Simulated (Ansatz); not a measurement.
Steps of a relaxation of `OC(F)(Cl)Br` with RKS PBE-D4/def2-SVP.

```sh
$ ansatz run in.yaml --threads 4 --pin off --events-out ev --progress --plain --max-ram 10444MiB
```

```yaml
crystal:
  periodic: [false, false, false]
  atoms:
    - {symbol: O, position_ang: [-0.784900, -0.566000, -0.653800]}
    - {symbol: C, position_ang: [0.201300, 0.130400, 0.022400]}
    - {symbol: F, position_ang: [0.640600, -0.766400, 0.906100]}
    - {symbol: Cl, position_ang: [-0.381300, 1.534300, 0.868800]}
    - {symbol: Br, position_ang: [1.595800, 0.653200, -1.221200]}
    - {symbol: H, position_ang: [-1.229500, -1.049400, 0.031500]}
basis:
  gaussian: {orbitals: def2-SVP}
hamiltonian: {xc: pbe, dispersion: d4}
relax: {f_tol: 0.03, max_steps: 200}
```

Positions (Å) and forces (eV/Å) along the path, 10 of 10 steps:

```xyz
6
step=1 energy=-88347.5069 eV
O    -0.785   -0.566   -0.654    0.773    1.746   -1.633
C     0.201    0.130    0.022   -1.136   -1.578   -1.255
F     0.641   -0.766    0.906    1.434   -0.301    1.437
Cl   -0.381    1.534    0.869   -0.447    1.051    0.690
Br    1.596    0.653   -1.221    0.245   -0.052   -0.247
H    -1.230   -1.049    0.032   -0.869   -0.867    1.007
6
step=2 energy=-88347.6765 eV
O    -0.788   -0.541   -0.677    0.528    0.644    0.115
C     0.189    0.117    0.036   -0.335   -0.979   -0.971
F     0.704   -0.745    0.943    0.298   -0.017    0.408
Cl   -0.391    1.547    0.889   -0.298    0.558    0.433
Br    1.586    0.624   -1.232    0.185    0.062   -0.143
H    -1.257   -1.065   -0.005   -0.379   -0.268    0.157
6
step=3 energy=-88347.7192 eV
O    -0.784   -0.538   -0.677    0.272    0.015    0.370
C     0.195    0.099    0.025   -0.079   -0.415   -0.285
F     0.736   -0.732    0.960   -0.013    0.069   -0.101
Cl   -0.414    1.541    0.906   -0.058    0.229    0.116
Br    1.604    0.621   -1.249   -0.102   -0.002    0.075
H    -1.295   -1.055   -0.011   -0.020    0.104   -0.174
6
step=4 energy=-88347.7299 eV
O    -0.763   -0.554   -0.675   -0.145   -0.218    0.205
C     0.197    0.082    0.024    0.271    0.054    0.008
F     0.755   -0.733    0.963   -0.095    0.085   -0.097
Cl   -0.420    1.546    0.907   -0.027   -0.036    0.033
Br    1.593    0.627   -1.247   -0.027   -0.005    0.023
H    -1.321   -1.033   -0.018    0.023    0.120   -0.172
6
step=5 energy=-88347.7354 eV
O    -0.748   -0.573   -0.673   -0.137   -0.163    0.102
C     0.207    0.074    0.019    0.113    0.099    0.127
F     0.769   -0.728    0.964   -0.019    0.046   -0.075
Cl   -0.435    1.534    0.911    0.022   -0.091   -0.052
Br    1.595    0.631   -1.251   -0.047   -0.011    0.034
H    -1.347   -1.002   -0.017    0.067    0.121   -0.137
6
step=6 energy=-88347.7399 eV
O    -0.723   -0.608   -0.670   -0.307   -0.195    0.235
C     0.223    0.059    0.019   -0.064    0.115    0.134
F     0.801   -0.722    0.966    0.041   -0.011   -0.016
Cl   -0.456    1.508    0.908    0.023   -0.085   -0.053
Br    1.590    0.640   -1.252    0.013   -0.011   -0.016
H    -1.393   -0.941   -0.018    0.294    0.186   -0.285
6
step=7 energy=-88347.7449 eV
O    -0.705   -0.642   -0.659   -0.045    0.047    0.051
C     0.226    0.054    0.029    0.107   -0.112   -0.008
F     0.836   -0.716    0.971   -0.058    0.076   -0.044
Cl   -0.472    1.485    0.908   -0.028   -0.047   -0.016
Br    1.583    0.642   -1.258   -0.020    0.002    0.022
H    -1.426   -0.886   -0.038    0.044    0.034   -0.005
6
step=8 energy=-88347.7460 eV
O    -0.701   -0.647   -0.655   -0.049   -0.036   -0.019
C     0.231    0.048    0.027    0.047   -0.054    0.025
F     0.842   -0.715    0.972   -0.001    0.033   -0.042
Cl   -0.483    1.469    0.903   -0.021    0.050    0.030
Br    1.584    0.645   -1.259   -0.010   -0.013    0.021
H    -1.431   -0.864   -0.035    0.034    0.020   -0.015
6
step=9 energy=-88347.7464 eV
O    -0.700   -0.651   -0.654   -0.034   -0.022    0.000
C     0.233    0.046    0.026    0.018   -0.005    0.020
F     0.847   -0.714    0.970   -0.003    0.001   -0.002
Cl   -0.487    1.468    0.904   -0.003    0.010    0.004
Br    1.583    0.644   -1.257    0.002    0.006   -0.006
H    -1.434   -0.856   -0.035    0.020    0.010   -0.016
6
step=10 energy=-88347.7464 eV
O    -0.699   -0.655   -0.654   -0.003   -0.003    0.003
C     0.234    0.044    0.027    0.000    0.008    0.006
F     0.849   -0.714    0.971   -0.001    0.001   -0.005
Cl   -0.488    1.467    0.904    0.000   -0.005   -0.001
Br    1.582    0.645   -1.258    0.001   -0.003    0.000
H    -1.436   -0.851   -0.036    0.002    0.001   -0.003
```

It took 13 s on 4 threads of an Arm Neoverse V1 on a shared host, with 0.18 GiB of host memory at the peak.
